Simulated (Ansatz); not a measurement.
`COB(N)Br` → `CO[B]N`• + Br•  (homolysis of the B–Br bond)

Calculated with Ansatz (gas phase, PBE0-D4/def2-TZVP geometries, no zero-point term in ΔE). CCSD(T)/CBS adds triple-zeta CCSD(T) − MP2 to the extrapolated MP2 energy (def2 sets, frozen cores). This one scheme is used for every species, atoms too. Functionals use def2-TZVPP. B3LYP here is the variant with VWN-RPA as its local correlation; programs differ in this. Open shells (•) are unrestricted, without spin–orbit coupling. Spin–orbit coupling would lower the free atoms: clearly for Br. Bonds to Br are less sure, by a few kJ/mol each and by 10 to 20 or more in all where they break to atoms, as the def2 sets lack core-valence functions. Scalar relativity is left out up to krypton. Each species was taken in one conformer, which may not be the lowest.

`COB(N)Br`:

Z-matrix (Å, degrees):
```
C
O 1 1.411
H 1 1.090 2 107.3
H 1 1.093 2 111.2 3 119.4
H 1 1.093 2 111.2 3 -119.4
B 2 1.351 1 124.4 3 -179.4
Br 6 1.955 2 121.4 1 0.1
N 6 1.394 2 120.5 1 -179.9
H 8 1.003 6 123.0 2 -180.0
H 8 1.005 6 121.5 2 0.0
```

`CO[B]N`•:

```xyz
9

C    -0.913    0.752   -1.146
O    -0.356   -0.237   -0.307
B     0.594    0.037    0.609
N     1.148   -0.934    1.438
H    -0.478    1.734   -0.947
H    -0.729    0.482   -2.189
H    -1.992    0.796   -0.980
H     0.870   -1.904    1.404
H     1.855   -0.726    2.118
```

```json
{"level": "PBE-D4", "ΔE (kcal/mol)": "109.5", "difference from CCSD(T)/CBS": "-3.6"}
{"level": "r2SCAN-D4", "ΔE (kcal/mol)": "108.2", "difference from CCSD(T)/CBS": "-4.9"}
{"level": "PBE0-D4", "ΔE (kcal/mol)": "109.0", "difference from CCSD(T)/CBS": "-4.1"}
{"level": "B3LYP-D4", "ΔE (kcal/mol)": "106.3", "difference from CCSD(T)/CBS": "-6.8"}
{"level": "ωB97X-V", "ΔE (kcal/mol)": "110.8", "difference from CCSD(T)/CBS": "-2.3"}
{"level": "ωB97M-V", "ΔE (kcal/mol)": "111.2", "difference from CCSD(T)/CBS": "-1.9"}
{"level": "B2PLYP", "ΔE (kcal/mol)": "106.9", "difference from CCSD(T)/CBS": "-6.2"}
{"level": "PBE", "ΔE (kcal/mol)": "107.6", "difference from CCSD(T)/CBS": "-5.5"}
{"level": "r2SCAN", "ΔE (kcal/mol)": "107.7", "difference from CCSD(T)/CBS": "-5.4"}
{"level": "PBE0", "ΔE (kcal/mol)": "107.3", "difference from CCSD(T)/CBS": "-5.8"}
{"level": "B3LYP", "ΔE (kcal/mol)": "103.1", "difference from CCSD(T)/CBS": "-10.0"}
{"level": "HF/def2-TZVPP", "ΔE (kcal/mol)": "80.5", "difference from CCSD(T)/CBS": "-32.6"}
{"level": "MP2/def2-TZVPP", "ΔE (kcal/mol)": "113.9", "difference from CCSD(T)/CBS": "0.8"}
{"level": "SCS-MP2/def2-TZVPP", "ΔE (kcal/mol)": "110.9", "difference from CCSD(T)/CBS": "-2.2"}
{"level": "CCSD/def2-TZVPP", "ΔE (kcal/mol)": "106.5", "difference from CCSD(T)/CBS": "-6.6"}
{"level": "CCSD(T)/def2-TZVPP", "ΔE (kcal/mol)": "109.2", "difference from CCSD(T)/CBS": "-3.9"}
{"level": "HF/def2-QZVPP", "ΔE (kcal/mol)": "80.1", "difference from CCSD(T)/CBS": "-33.0"}
{"level": "MP2/def2-QZVPP", "ΔE (kcal/mol)": "116.0", "difference from CCSD(T)/CBS": "2.9"}
{"level": "SCS-MP2/def2-QZVPP", "ΔE (kcal/mol)": "113.0", "difference from CCSD(T)/CBS": "-0.1"}
{"level": "HF/CBS(def2)", "ΔE (kcal/mol)": "80.0", "difference from CCSD(T)/CBS": "-33.1"}
{"level": "MP2/CBS(def2)", "ΔE (kcal/mol)": "117.8", "difference from CCSD(T)/CBS": "4.7"}
{"level": "CCSD/CBS(def2)", "ΔE (kcal/mol)": "110.4", "difference from CCSD(T)/CBS": "-2.7"}
{"level": "CCSD(T)/CBS", "ΔE (kcal/mol)": "113.1", "difference from CCSD(T)/CBS": "0"}
```

Largest T1 diagnostic among the species: 0.014.

In def2-TZVPP, CCSD(T) changes the Hartree–Fock value by +28.7 kcal/mol (the triples alone add +2.7 kcal/mol) and MP2 by +33.4 kcal/mol; breaking electron pairs costs correlation energy, which Hartree–Fock lacks. The D4 term adds +3.2 kcal/mol with B3LYP and +1.7 kcal/mol with PBE0; it sums over pairs of atoms, weighted by their polarisabilities, and B3LYP, whose exchange is more repulsive, gets the larger term.

CCSD(T)/CBS has its own doubt, a few kJ/mol and more with outer-core shells, so smaller differences from it don't rank the levels.
